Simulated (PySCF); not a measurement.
B(Cl)(OMe)(NH2) (CH5BClNO), SMILES B(OC)(Cl)N.

The structure is a stationary point at B3LYP-D3(BJ)/def2-SVP. This is a generated structure with no PubChem entry under its InChIKey; it may be hypothetical. Other conformers were not sampled.

Two levels are set side by side: PBE/def2-TZVP (PySCF) and ωB97X/def2-TZVP (PySCF). Same geometry, gas phase. Differences are taken from unrounded values.

```
quantity                       PBE
---------------------------  -----
orbital gap (eV)              6.46
highest occupied level (eV)  -6.62
lowest empty level (eV)      -0.15
dipole moment (D)             3.63
mean polarisability (bohr³)   51.7
```

Task: These are the PBE values. What does ωB97X give? (Estimate from the structure and the level; the computed values follow.)

Result: 
| quantity | ωB97X | PBE minus ωB97X |
|---|---|---|
| orbital gap (eV) | 13.17 | -6.70 |
| highest occupied level (eV) | -10.57 | 3.95 |
| lowest empty level (eV) | 2.60 | -2.75 |
| dipole moment (D) | 3.79 | -0.16 |
| mean polarisability (bohr³) | 48.8 | 2.9 |

Without exact exchange PBE keeps part of each electron's self-repulsion, which lifts occupied levels and narrows the gap. Loosely held outer electrons make PBE densities more polarisable. Differences between two approximate levels are no errors against the true value.

Rough cost on one machine, each run with all the roots and properties that it gave: ωB97X against PBE within a factor of 2.
